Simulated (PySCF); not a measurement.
## Orbital picture of SrH

PBE0 at R = 2.140 Å; basis Sr def2-TZVP with ECP28, H def2-TZVP; scalar-relativistic core potentials; PySCF 2.14. State: quartet, unpaired electrons σ ↑↑, π ↑, a second solution, started from another occupation. Only the outer orbitals are listed, counted within each symmetry, core potentials removing the inner ones.

| spin | orbital | occ. | ε (eV) | on Sr (%) | main shells (%) |
| --- | --- | --- | --- | --- | --- |
| α | 1σ | 1 | -44.54 | 100 | 100 Sr s |
| α | 2σ | 1 | -25.26 | 99 | 99 Sr p |
| α | 1π | 1 | -25.05 | 100 | 100 Sr p |
| α | 1π | 1 | -24.91 | 100 | 100 Sr p |
| α | 3σ | 1 | -11.31 | 15 | 85 H s |
| α | 4σ | 1 | -4.13 | 100 | 91 Sr s |
| α | 2π | 1 | -2.54 | 100 | 54 Sr p, 45 Sr d |
| α | 2π | 0 | -1.22 | 100 | 100 Sr p |
| α | 5σ | 0 | -1.16 | 100 | 62 Sr p, 37 Sr d |
| α | 3π | 0 | -1.03 | 100 | 54 Sr d, 46 Sr p |
| β | 1σ | 1 | -44.23 | 100 | 100 Sr s |
| β | 1π | 1 | -24.86 | 100 | 100 Sr p |
| β | 2σ | 1 | -24.73 | 100 | 100 Sr p |
| β | 1π | 1 | -24.49 | 100 | 100 Sr p |
| β | 3σ | 0 | -3.27 | 63 | 45 Sr s, 37 H s, 14 Sr d |
| β | 4σ | 0 | -1.27 | 89 | 48 Sr s, 22 Sr d, 19 Sr p |
| β | 2π | 0 | -0.06 | 100 | 92 Sr d, 8 Sr p |

Problem. Which are the highest filled and the lowest empty level, where do they sit, and how wide is the gap?

Solution. Highest filled α 2π at -2.54 eV (in %: 54 Sr p, 45 Sr d); lowest empty β 3σ at -3.27 eV (in %: 45 Sr s, 37 H s, 14 Sr d); the gap at PBE0 is -0.73 eV.

```
bond order (Mayer)                              : 0.18
⟨S²⟩                                            : 3.750
charge on Sr (Mulliken, basis-dependent)        : -0.13
charge on Sr (Löwdin, basis-dependent)          : -0.18
dipole moment (positive dipole means Sr(−)H(+)) : -1.71 D
```

Spin–orbit coupling is left out. Counting both spins, an empty level lies below a filled one in this solution, because spin and occupation are held.
